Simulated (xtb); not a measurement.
Species: H₄S₂Si, SMILES `S[SiH2]S` (charge 0, multiplicity 1).

Q: Give a relaxed geometry from GFN2-xTB (xtb).

A: One answer among several that fit: the end point of this relaxation, one of several conformers (outside a Z-matrix the atoms follow the SMILES, hydrogens last).
Z-matrix (Å, degrees):
```
Si
H 1 1.4487
H 1 1.4488 2 116.39
S 1 2.1487 2 110.73 3 -118.63
H 4 1.3261 1 96.96 2 -67.00
S 1 2.1489 2 104.08 3 122.06
H 6 1.3265 1 97.00 2 167.45
```
